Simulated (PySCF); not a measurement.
Compound: C6H6O2Si.
Bonds: O1–C2 (double), C2–C3, C3–C4 (double), C4–C5, C5–O6 (double), C5–C7, C7–Si8, C7–C9 (double), C2–C9. Hydrogens: H10 on C3; H11 on C4; H12, H13, H14 on Si8; H15 on C9.

Method: PySCF 2.14.0, HF/def2-SV(P) geometry optimisation, gas phase; density fitting; the optimiser is geomeTRIC in internal coordinates, started from a GFN2-xTB structure.

Step 0: E = -18202.4833 eV
```
atom  x, y, z in Å  |  force x, y, z in eV/Å
O1     -2.2689    2.2372    0.0346    1.416  -2.081  -0.016
C2     -1.6007    1.2215    0.0275   -1.546   1.872   0.019
C3     -2.2213   -0.1211    0.0583   -0.151  -0.540   0.016
C4     -1.4909   -1.2380    0.0518   -0.658   0.060   0.018
C5     -0.0191   -1.1905    0.0113    1.085  -2.018  -0.005
O6      0.6696   -2.1951    0.0037   -1.510   1.767   0.020
C7      0.6183    0.1349   -0.0198    0.262   0.603  -0.014
Si8     2.5126    0.0166   -0.0685   -0.565   0.289   0.009
C9     -0.1283    1.2461   -0.0116    0.911   0.004  -0.021
H10    -3.3021   -0.1400    0.0881   -0.028  -0.038   0.000
H11    -1.9389   -2.2222    0.0765   -0.047   0.002  -0.003
H12     3.0056    1.3952   -0.0972    0.284   0.362  -0.008
H13     2.8864   -0.6952   -1.2859    0.280  -0.185  -0.320
H14     2.9500   -0.6701    1.1421    0.298  -0.174   0.308
H15     0.3235    2.2288   -0.0328   -0.029   0.076  -0.003
```

**Question.** Estimate the geometry and energy of step 1. (The exact step hangs on the optimiser's Hessian estimate; all steps are aligned on step 0, rigid shifts and turns removed.)

**Answer.** E = -18202.6225 eV, largest force 0.544 eV/Å
```
atom  x, y, z in Å  |  force x, y, z in eV/Å
O1     -2.1717    2.2237    0.0322   -0.337   0.321   0.006
C2     -1.5812    1.1974    0.0273    0.306  -0.317  -0.007
C3     -2.2663   -0.1236    0.0598   -0.035   0.116   0.004
C4     -1.5650   -1.2482    0.0540   -0.021   0.126   0.000
C5     -0.0719   -1.2506    0.0134   -0.399   0.061   0.011
O6      0.5006   -2.2903    0.0091    0.526  -0.138  -0.013
C7      0.6432    0.0671   -0.0197   -0.035  -0.079   0.002
Si8     2.5451    0.0867   -0.0702   -0.227  -0.125   0.005
C9     -0.0869    1.1825   -0.0120    0.092   0.043  -0.001
H10    -3.3474   -0.1069    0.0891   -0.022   0.009   0.000
H11    -2.0308   -2.2241    0.0785    0.017  -0.019  -0.003
H12     2.9759    1.5022   -0.0972   -0.008   0.068   0.001
H13     3.0099   -0.5992   -1.2917    0.089  -0.055  -0.050
H14     3.0742   -0.5736    1.1393    0.092  -0.052   0.047
H15     0.3678    2.1650   -0.0337   -0.037   0.041  -0.002
```

The energy changes by -0.1392 eV. The first-order estimate −F·Δx gives -0.3695 eV and the mean of the old and new forces, exact on a quadratic surface, -0.1469 eV. The step makes an angle of 80° with the force vector and moves no atom by more than 0.194 Å.

What follows is the cost of the whole optimisation. Hardware: one thread, Arm Neoverse V1 (aarch64), no GPU (shared host). Cost: 41 s of wall time, 0.60 GiB resident at most.
